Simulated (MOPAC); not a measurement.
MOPAC input (MNDO):

```
MNDO 1SCF CHARGE=1 GEO-OK AUX(PRECISION=9) THREADS=1
CH6BO3

C     1.88798500 1    0.66839400 1   -0.01309500 1
O     0.76101900 1   -0.21517200 1    0.40905700 1
B    -0.63666900 1   -0.17554500 1   -0.03820800 1
O    -1.33592700 1   -1.13032600 1    0.57133300 1
O    -0.85677600 1    0.78795000 1   -0.92711500 1
H     2.24247700 1    1.17508900 1    0.87833000 1
H     2.63925200 1    0.02805000 1   -0.46320600 1
H     1.45829700 1    1.35753800 1   -0.72941100 1
H     0.98120200 1   -0.90116400 1    1.06071500 1
H    -2.27565000 1   -1.24907000 1    0.39492700 1
H    -1.73667700 1    0.91729600 1   -1.29794900 1
```

Output:

```
 *******************************************************************************
 **                                                                           **
 **                              MOPAC v23.2.5                                **
 **                                                                           **
 *******************************************************************************
 ** MOPAC's Digital Object Identifier: https://doi.org/10.5281/zenodo.6511958 **
 **                                                                           **
 ** Please cite the open-source release paper for use of this MOPAC version:  **
 ** J. E. Moussa and J. J. P. Stewart (2026)                                  **
 ** MOPAC: An open-source semiempirical molecular orbital program             **
 ** J. Open Source Softw., 11(119), 8025, https://doi.org/10.21105/joss.08025 **
 *******************************************************************************

                              MNDO CALCULATION RESULTS

 *******************************************************************************
 *  MNDO       - The MNDO Hamiltonian to be used
 *  GEO-OK     - OVERRIDE INTERATOMIC DISTANCE AND OTHER SAFETY CHECKS
 *
 *
 *
 *                 CHARGE ON SYSTEM = +1
 *
 *
 *
 *  1SCF       - DO 1 SCF AND THEN STOP
 *  AUX        - OUTPUT AUXILIARY INFORMATION
 *******************************************************************************
MNDO 1SCF CHARGE=1 GEO-OK AUX(PRECISION=9) THREADS=1
 CH6BO3

   ATOM   CHEMICAL          X               Y               Z
  NUMBER   SYMBOL      (ANGSTROMS)     (ANGSTROMS)     (ANGSTROMS)

     1       C          1.88798500  *   0.66839400  *  -0.01309500  *
     2       O          0.76101900  *  -0.21517200  *   0.40905700  *
     3       B         -0.63666900  *  -0.17554500  *  -0.03820800  *
     4       O         -1.33592700  *  -1.13032600  *   0.57133300  *
     5       O         -0.85677600  *   0.78795000  *  -0.92711500  *
     6       H          2.24247700  *   1.17508900  *   0.87833000  *
     7       H          2.63925200  *   0.02805000  *  -0.46320600  *
     8       H          1.45829700  *   1.35753800  *  -0.72941100  *
     9       H          0.98120200  *  -0.90116400  *   1.06071500  *
    10       H         -2.27565000  *  -1.24907000  *   0.39492700  *
    11       H         -1.73667700  *   0.91729600  *  -1.29794900  *

          CARTESIAN COORDINATES

    NO.       ATOM           X           Y           Z

     1         C          1.8880      0.6684     -0.0131
     2         O          0.7610     -0.2152      0.4091
     3         B         -0.6367     -0.1755     -0.0382
     4         O         -1.3359     -1.1303      0.5713
     5         O         -0.8568      0.7880     -0.9271
     6         H          2.2425      1.1751      0.8783
     7         H          2.6393      0.0281     -0.4632
     8         H          1.4583      1.3575     -0.7294
     9         H          0.9812     -0.9012      1.0607
    10         H         -2.2757     -1.2491      0.3949
    11         H         -1.7367      0.9173     -1.2979

  H: (MNDO): M.J.S. DEWAR, W. THIEL, J. AM. CHEM. SOC., 99, 4899, (1977)
  B: (MNDO): M.J.S. DEWAR, M.L. MCKEE, J. AM. CHEM. SOC., 99, 5231, (1977)
  C: (MNDO): M.J.S. DEWAR, W. THIEL, J. AM. CHEM. SOC., 99, 4899, (1977)
  O: (MNDO): M.J.S. DEWAR, W. THIEL, J. AM. CHEM. SOC., 99, 4899, (1977)

           Empirical Formula: C H6 O3 B  =    11 atoms

      MOLECULAR POINT GROUP   :   Cs

      RHF CALCULATION, NO. OF DOUBLY OCCUPIED LEVELS = 15

 -------------------------------------------------------------------------------
 MNDO 1SCF CHARGE=1 GEO-OK AUX(PRECISION=9) THREADS=1
 CH6BO3

     1SCF WAS SPECIFIED, SO BFGS WAS NOT USED
     SCF FIELD WAS ACHIEVED

                              MNDO CALCULATION
                                                       MOPAC v23.2.5 Linux

          FINAL HEAT OF FORMATION =        -33.86740 KCAL/MOL =    -141.70120 KJ/MOL

          COSMO AREA              =        111.60 SQUARE ANGSTROMS
          COSMO VOLUME            =         93.73 CUBIC ANGSTROMS

          IONIZATION POTENTIAL    =         17.767818 EV
          HOMO LUMO ENERGIES (EV) =        -17.768 -4.735
          NO. OF FILLED LEVELS    =         15
          MOLECULAR WEIGHT        =         76.8666         POINT GROUP:  Cs

          MOLECULAR DIMENSIONS (Angstroms)

            Atom       Atom       Distance
            H    10    H     6     5.15012
            H    11    H     9     3.63251
            H    10    H     7     1.77439

          SCF CALCULATIONS        =          1

   ATOM   CHEMICAL          X               Y               Z
  NUMBER   SYMBOL      (ANGSTROMS)     (ANGSTROMS)     (ANGSTROMS)

     1       C          1.88798500  *   0.66839400  *  -0.01309500  *
     2       O          0.76101900  *  -0.21517200  *   0.40905700  *
     3       B         -0.63666900  *  -0.17554500  *  -0.03820800  *
     4       O         -1.33592700  *  -1.13032600  *   0.57133300  *
     5       O         -0.85677600  *   0.78795000  *  -0.92711500  *
     6       H          2.24247700  *   1.17508900  *   0.87833000  *
     7       H          2.63925200  *   0.02805000  *  -0.46320600  *
     8       H          1.45829700  *   1.35753800  *  -0.72941100  *
     9       H          0.98120200  *  -0.90116400  *   1.06071500  *
    10       H         -2.27565000  *  -1.24907000  *   0.39492700  *
    11       H         -1.73667700  *   0.91729600  *  -1.29794900  *

                             CARTESIAN COORDINATES

   1    C        1.887985000     0.668394000    -0.013095000
   2    O        0.761019000    -0.215172000     0.409057000
   3    B       -0.636669000    -0.175545000    -0.038208000
   4    O       -1.335927000    -1.130326000     0.571333000
   5    O       -0.856776000     0.787950000    -0.927115000
   6    H        2.242477000     1.175089000     0.878330000
   7    H        2.639252000     0.028050000    -0.463206000
   8    H        1.458297000     1.357538000    -0.729411000
   9    H        0.981202000    -0.901164000     1.060715000
  10    H       -2.275650000    -1.249070000     0.394927000
  11    H       -1.736677000     0.917296000    -1.297949000

           Empirical Formula: C H6 O3 B  =    11 atoms

      MOLECULAR POINT GROUP   :   Cs

                  EIGENVALUES
 -50.52078 -47.28570 -46.91647 -35.13600 -28.58054 -26.38191 -24.76097 -23.60095
 -22.56455 -21.02896 -20.26587 -19.59849 -18.64880 -18.59053 -17.76782  -4.73478
  -2.65011  -2.42353  -1.46767  -1.25087  -0.92058  -0.30490  -0.04735   0.25535
   1.37110   3.80729

              NET ATOMIC CHARGES AND DIPOLE CONTRIBUTIONS

  ATOM NO.   TYPE          CHARGE      No. of ELECS.   s-Pop       p-Pop
    1          C           0.263759        3.7362     1.24815     2.48809
    2          O          -0.157708        6.1577     1.65641     4.50130
    3          B           0.301558        2.6984     0.99849     1.69995
    4          O          -0.249291        6.2493     1.74764     4.50165
    5          O          -0.241376        6.2414     1.74818     4.49320
    6          H           0.059509        0.9405     0.94049
    7          H           0.059509        0.9405     0.94049
    8          H           0.075943        0.9241     0.92406
    9          H           0.324351        0.6756     0.67565
   10          H           0.283152        0.7168     0.71685
   11          H           0.280593        0.7194     0.71941
 DIPOLE           X         Y         Z       TOTAL
 POINT-CHG.     1.743     0.259     0.294     1.786
 HYBRID        -0.904    -0.386     0.062     0.985
 SUM            0.839    -0.127     0.357     0.920

          ATOMIC ORBITAL ELECTRON POPULATIONS

     Atom    s        px        py        pz
    1  C   1.24815   0.72388   0.82212   0.94209
    2  O   1.65641   1.33668   1.53435   1.63027
    3  B   0.99849   0.57637   0.57807   0.54552
    4  O   1.74764   1.27379   1.55251   1.67535
    5  O   1.74818   1.41363   1.54513   1.53444
    6  H   0.94049
    7  H   0.94049
    8  H   0.92406
    9  H   0.67565
   10  H   0.71685
   11  H   0.71941

 **********************
 *                    *
 * JOB ENDED NORMALLY *
 *                    *
 **********************

 == MOPAC DONE ==
```

The dipole moment of an ion depends on the origin.

The geometry given is a B3LYP-D3(BJ)/def2-TZVP minimum.
